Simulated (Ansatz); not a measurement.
Isolated molecules relaxed with PBE0-D4/def2-TZVP in Ansatz; ΔE leaves out vibrations. CBS: MP2 limit from def2 TZ/QZ plus the TZ coupled-cluster correction, frozen cores. This one scheme is used for every species. Functionals use def2-TZVPP. B3LYP here is the variant with VWN-RPA as its local correlation; programs differ in this. Elements past krypton have def2 core potentials. For Se, Sn outer-core shells are correlated without core-valence functions, which leaves a few kJ/mol of doubt a bond. Scalar relativity is left out up to krypton. Each species was taken in one conformer, which may not be the lowest.

Reaction (ligand exchange at the Sn–Se bond): `C[O][SnH2][SeH]` + CH₃SH → `C[O][SnH2][S]C` + H₂Se

```tsv
level	ΔE (eV)
B3LYP-D4	0.25
SCS-MP2/def2-TZVPP	0.25
CCSD/def2-TZVPP	0.25
CCSD(T)/def2-TZVPP	0.24
HF/def2-QZVPP	0.32
HF/CBS(def2)	0.32
MP2/CBS(def2)	0.27
CCSD/CBS(def2)	0.28
```

Problem. What does CCSD(T)/CBS give? (Best estimate.)

Solution. Computed: +0.26 eV. The listed levels differ from it by -0.01, -0.01, -0.01, -0.02, 0.06, 0.06, 0.01, 0.02 eV.

Largest T1 diagnostic among the species: 0.013.

In def2-TZVPP, CCSD(T) changes the Hartree–Fock value by −0.08 eV (the triples alone add −0.02 eV) and MP2 by −0.08 eV. The D4 term adds −0.04 eV with B3LYP and −0.02 eV with PBE0; it sums over pairs of atoms, weighted by their polarisabilities, and B3LYP, whose exchange is more repulsive, gets the larger term.
